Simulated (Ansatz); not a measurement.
A nudged elastic band was laid between two geometries of C₂H₃O₂Sb (8 atoms, charge 0, multiplicity 1).

Level of theory: RHF/def2-SVP in Ansatz.

| Quantity | Value |
| --- | --- |
| movable images | 7 |
| climbing image | yes |
| spring | 5.0 eV/Å² |
| optimiser | quadratic models (default) |
| start path | through a guess of the saddle point |
| force threshold | 0.03 eV/Å |
| iteration limit | 60 |
| end points | relaxed |

Image 0:

```xyz
8
Properties=species:S:1:pos:R:3
O 0.492 0.171 2.730
C 0.331 0.443 1.594
Sb 1.393 -0.579 -0.036
C -0.391 -0.454 -1.297
O 0.398 0.611 -1.412
H -0.376 1.238 1.275
H -0.412 -1.159 -2.126
H -1.343 -0.327 -0.783
```

Image 8:

```xyz
8
Properties=species:S:1:pos:R:3
O 0.692 0.340 2.899
C 0.379 0.297 1.759
Sb 1.826 -0.045 0.171
C -0.983 -0.676 -1.877
O -0.145 0.178 -1.350
H -0.683 0.428 1.454
H -0.672 -1.644 -1.461
H -0.322 1.065 -1.650
```

(1) What changes between the two ends?

(2) Give the energies along the band, and the barrier.

(3) What is the geometry of the highest image?

The band took 49 iterations and of the order of 12 core-minutes.

Answers

(1) Bonds broken: Sb3–C4, C4–H8. Bonds formed: O5–H8.

(2) The forces met the threshold. The highest image is number 3 of 0 to 8, 3.82 eV above the first end and 1.55 eV above the last; the last end lies 2.26 eV above the first. Neighbouring images differ by up to 2.1 eV, so the band resolves the path poorly. A vibrational analysis at the climbing image gives one clearly imaginary mode, 1862i cm⁻¹: a first-order saddle point. The orbitals stay closed-shell, which can raise the energy where a bond breaks towards radicals; this wasn't checked here.

```json
{"image": "0", "path coordinate (Å)": "0.00", "energy (eV)": "0.00", "Sb3–C4 (Å)": "2.19", "C4–H8 (Å)": "1.09", "O5–H8 (Å)": "2.07"}
{"image": "1", "path coordinate (Å)": "0.49", "energy (eV)": "0.08", "Sb3–C4 (Å)": "2.17", "C4–H8 (Å)": "1.08", "O5–H8 (Å)": "2.03"}
{"image": "2", "path coordinate (Å)": "0.98", "energy (eV)": "1.68", "Sb3–C4 (Å)": "2.10", "C4–H8 (Å)": "1.07", "O5–H8 (Å)": "1.64"}
{"image": "3", "path coordinate (Å)": "1.47", "energy (eV)": "3.82", "Sb3–C4 (Å)": "2.11", "C4–H8 (Å)": "1.26", "O5–H8 (Å)": "1.17"}
{"image": "4", "path coordinate (Å)": "2.02", "energy (eV)": "3.04", "Sb3–C4 (Å)": "2.16", "C4–H8 (Å)": "1.80", "O5–H8 (Å)": "0.94"}
{"image": "5", "path coordinate (Å)": "2.58", "energy (eV)": "2.65", "Sb3–C4 (Å)": "2.68", "C4–H8 (Å)": "1.89", "O5–H8 (Å)": "0.95"}
{"image": "6", "path coordinate (Å)": "3.14", "energy (eV)": "2.43", "Sb3–C4 (Å)": "3.28", "C4–H8 (Å)": "1.88", "O5–H8 (Å)": "0.95"}
{"image": "7", "path coordinate (Å)": "3.69", "energy (eV)": "2.28", "Sb3–C4 (Å)": "3.51", "C4–H8 (Å)": "1.88", "O5–H8 (Å)": "0.95"}
{"image": "8", "path coordinate (Å)": "4.25", "energy (eV)": "2.26", "Sb3–C4 (Å)": "3.53", "C4–H8 (Å)": "1.88", "O5–H8 (Å)": "0.95"}
```

(3) 
```xyz
8
Properties=species:S:1:pos:R:3:forces:R:3
O 0.706 0.198 2.738 0.00 0.00 0.00
C 0.301 0.420 1.652 0.00 0.00 0.00
Sb 1.295 -0.399 -0.138 0.00 0.00 0.00
C -0.521 -0.875 -1.106 0.00 0.00 0.00
O 0.189 0.677 -1.448 0.00 0.00 0.00
H -0.614 1.022 1.478 0.00 0.00 0.00
H -0.368 -1.427 -2.031 0.00 0.00 0.00
H -0.896 0.326 -1.201 0.00 0.00 0.00
```

The run took 6.6 min on 2 threads of Intel(R) Xeon(R) Platinum 8488C (Sapphire Rapids) (shared host), peak memory 0.28 GiB.
